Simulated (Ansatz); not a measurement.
Consider the ligand exchange at the Si–O bond: `O[SiH](F)[O][GeH3]` + `C[SeH]` → `C[Se][SiH](O)F` + `[OH][GeH3]`.

Isolated molecules relaxed with PBE0-D4/def2-TZVP in Ansatz; ΔE leaves out vibrations. CCSD(T)/CBS is the MP2 limit (def2-TZVPP, def2-QZVPP) plus CCSD(T) − MP2 in def2-TZVPP, frozen cores. Functionals use def2-TZVPP. B3LYP here is the variant with VWN-RPA as its local correlation; programs differ in this. For Ge, Se outer-core shells are correlated without core-valence functions, which leaves a few kJ/mol of doubt a bond. Scalar relativity is left out up to krypton. Each species was taken in one conformer, which may not be the lowest.

Task: Is it downhill or uphill in electronic energy at CCSD(T)/CBS, and by how much? (Best estimate.)

Result: Computed: Uphill: ΔE = +74.5 kJ/mol.

Task: What do these levels give: PBE-D4, B3LYP-D4, B2PLYP, B3LYP, SCS-MP2/def2-TZVPP, MP2/CBS(def2)? (Best estimate.)

Result: Ansatz gave: PBE-D4 55.9, B3LYP-D4 75.6, B2PLYP 78.9, B3LYP 78.2, SCS-MP2/def2-TZVPP 81.2, MP2/CBS(def2) 69.6 kJ/mol.

Largest T1 diagnostic among the species: 0.012.

From PBE to PBE0 (25 % exact exchange), in def2-TZVPP and without D4, ΔE moves by +8.0 kJ/mol. In def2-TZVPP, CCSD(T) changes the Hartree–Fock value by −20.8 kJ/mol (the triples alone add −4.3 kJ/mol) and MP2 by −25.8 kJ/mol.
